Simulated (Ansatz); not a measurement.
Compare A (`O[C]1([AlH2])CC1`) with its isomer B (`C/[C]([AlH2])=C\O`).

Isolated molecules relaxed with PBE0-D4/def2-TZVP in Ansatz; ΔE leaves out vibrations. CBS: MP2 limit from def2 TZ/QZ plus the TZ coupled-cluster correction, frozen cores. DFT in def2-TZVPP. B3LYP here is the variant with VWN-RPA as its local correlation; programs differ in this. One conformer a species, not always the lowest.

**Question.** Which is lower in electronic energy at CCSD(T)/CBS, and by how much? (An estimate is asked.)

**Answer.** Ansatz gave: B, by 19.4 kcal/mol.

**Question.** Give E(B) − E(A) in kcal/mol with HF/def2-TZVPP, PBE-D4, B3LYP-D4, B3LYP, CCSD(T)/def2-TZVPP, MP2/def2-TZVPP, CCSD/def2-TZVPP. (Estimate.)

**Answer.** The calculation gave: HF/def2-TZVPP -21.8, PBE-D4 -19.4, B3LYP-D4 -21.7, B3LYP -21.6, CCSD(T)/def2-TZVPP -19.6, MP2/def2-TZVPP -18.2, CCSD/def2-TZVPP -19.0. None reverses the order clearly.

Largest T1 diagnostic: 0.012.

From PBE to PBE0 (25 % exact exchange), in def2-TZVPP and without D4, E(B) − E(A) moves by +1.7 kcal/mol. In def2-TZVPP, CCSD(T) changes the Hartree–Fock value by +2.2 kcal/mol (the triples alone add −0.6 kcal/mol) and MP2 by +3.5 kcal/mol.
